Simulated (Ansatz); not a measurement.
Single points on the cluster Mg₄H₈.

```yaml
crystal:
  periodic: [false, false, false]
  atoms:
    - {symbol: Mg, position_ang: [1.393128, 1.478868, 0.803154]}
    - {symbol: Mg, position_ang: [-0.688483, -1.046555, -1.789823]}
    - {symbol: Mg, position_ang: [0.434886, -1.339177, 0.958134]}
    - {symbol: Mg, position_ang: [-1.468776, 0.705840, 0.492398]}
    - {symbol: H, position_ang: [-2.177008, -0.039907, -0.989981]}
    - {symbol: H, position_ang: [-1.165276, -0.714296, 1.631605]}
    - {symbol: H, position_ang: [0.285854, 0.174937, -0.398812]}
    - {symbol: H, position_ang: [2.655176, 2.558130, 0.405737]}
    - {symbol: H, position_ang: [-0.469096, -1.221552, -3.475085]}
    - {symbol: H, position_ang: [-0.030600, -2.344021, -0.466411]}
    - {symbol: H, position_ang: [-0.456748, 2.045602, 1.152151]}
    - {symbol: H, position_ang: [1.686943, -0.257888, 1.676952]}
basis:
  gaussian: {orbitals: def2-TZVP, initial_orbitals: start.molden}
hamiltonian: {xc: {name: LC-wPBE}}
scf: {omitted_lower_state_checks: [starts]}
output: {orbitals: {seedname: orbitals}}
```

The file start.molden holds the orbitals of an earlier run on this structure, at another level or in another basis.

```sh
$ ansatz run in.yaml --threads 4 --pin off --events-out ev --progress --plain --max-ram 3916MiB
```

Output, abridged:

```
Functional definition: LC-wPBE
1504 factors; their error is unknown
636 factors; integrals over basis functions are off by at most 2.4e-5 eV
mean field evaluation 1: about -21900.4126 eV, gradient 8.2e0 eV
mean field evaluation 2: about -21900.5115 eV, gradient 1.3e-1 eV
mean field evaluation 4: about -21900.4910 eV, gradient 2.7e-4 eV
mean field -21900.49098663 eV, -804.8281990725 hartree, gradient 9.0e-6 eV, S^2 0.000000; 0 other end points of the search recorded, 0 dependent functions left out
reference -21900.49098664 eV, -804.8281990730 hartree; 28, 28 occupied and 148, 148 virtual orbitals, 1504 factors
Total energy: -21900.49098664 eV, -804.8281990730 hartree
Checks for a lower state left out: starts
```

Run time 1.9 s (4 threads of AMD EPYC 7B13 on a shared host).

As the first input, with `correlation: {method: ccsd_t}` and without the key `hamiltonian` (abridged; 78 s):

```
Functional definition: HF
mean field -21852.75974463 eV, -803.0741082825 hartree, gradient 8.7e-7 eV, S^2 0.000000
4 core orbitals not correlated: weight in the atoms' cores, before any rotation towards them, 1.000 or more for the frozen orbitals, at most 0.000 for the correlated occupied ones
second order -23.59407443 eV of doubles, -0.00000000 eV of singles
cycle   1  -25.14155629 eV  change    -1.5e0 eV  update   9.0e-2
cycle   2  -25.71005140 eV  change   -5.7e-1 eV  update   3.0e-2
cycle   3  -25.72281652 eV  change   -1.3e-2 eV  update   8.9e-3
cycle   4  -25.71515085 eV  change    7.7e-3 eV  update   3.4e-3
cycle   5  -25.71547543 eV  change   -3.2e-4 eV  update   1.0e-3
cycle   6  -25.71570485 eV  change   -2.3e-4 eV  update   3.7e-4
cycle   7  -25.71565516 eV  change    5.0e-5 eV  update   1.3e-4
cycle   8  -25.71565592 eV  change   -7.7e-7 eV  update   5.4e-5
perturbative correction -0.29247980 eV, -0.0107484345 hartree
Total energy: -21878.76788035 eV, -804.0298896415 hartree
Checks for a lower state left out: starts
```

First input, but with `gaussian: {orbitals: def2-TZVPD, initial_orbitals: start.molden}`, `hamiltonian: {xc: pbe, dispersion: d4}` (abridged; 2.1 s):

```
Functional definition: PBE
mean field -21893.60293230 eV, -804.5750677451 hartree, gradient 1.9e-5 eV, S^2 0.000000
Total energy: -21893.99878708 eV, -804.5896151398 hartree
Checks for a lower state left out: starts
```

As the first input, with `hamiltonian: {xc: {name: CAM-B3LYP}, dispersion: d4}` (abridged; 2.3 s):

```
Functional definition: CAM-B3LYP
mean field -21908.00364615 eV, -805.1042842176 hartree, gradient 3.4e-5 eV, S^2 0.000000
Total energy: -21908.35328852 eV, -805.1171333380 hartree
Checks for a lower state left out: starts
```

First input, but with `hamiltonian: {xc: {name: BHLYP}, dispersion: d4}`, `output: {forces: true, orbitals: {seedname: orbitals}}` (abridged; 3 s):

```
Functional definition: BHLYP
mean field -21907.91722216 eV, -805.1011081948 hartree, gradient 5.1e-6 eV, S^2 0.000000
Total energy: -21908.43480845 eV, -805.1201291401 hartree
Atom 0 force    -0.035386    -0.035640    -0.001319 eV/Å
Atom 1 force     0.002066     0.011665     0.045834 eV/Å
Atom 2 force    -0.098806     0.161550    -0.087997 eV/Å
Atom 3 force     0.166590    -0.122541    -0.018538 eV/Å
Atom 4 force     0.118213     0.021499     0.065266 eV/Å
Atom 5 force     0.065716     0.042863    -0.093677 eV/Å
Atom 6 force    -0.018309    -0.009007     0.023655 eV/Å
Atom 7 force    -0.123300    -0.106365     0.024546 eV/Å
Atom 8 force    -0.009548     0.028147     0.171723 eV/Å
Atom 9 force     0.017530     0.124983     0.040021 eV/Å
Atom 10 force     0.006316    -0.110072    -0.072495 eV/Å
Atom 11 force    -0.091083    -0.007083    -0.097017 eV/Å
Dipole moment:    -0.653726    -0.399595     0.919466 e Å
Checks for a lower state left out: starts
```

As the first input, with `hamiltonian: {xc: pbe, dispersion: d4}` (abridged; 1.5 s):

```
Functional definition: PBE
mean field -21893.56985732 eV, -804.5738522617 hartree, gradient 1.0e-5 eV, S^2 0.000000
Total energy: -21893.96570669 eV, -804.5883994579 hartree
Checks for a lower state left out: starts
```

Geometry: r2SCAN-D4/def2-SVP.

LC-ωPBE has ω = 0.4 bohr⁻¹. Correlated methods freeze 4 core orbitals; core or outer-core shells of Mg are correlated, in sets that lack core-valence functions. The structure comes from a short search, and lower isomers may exist.
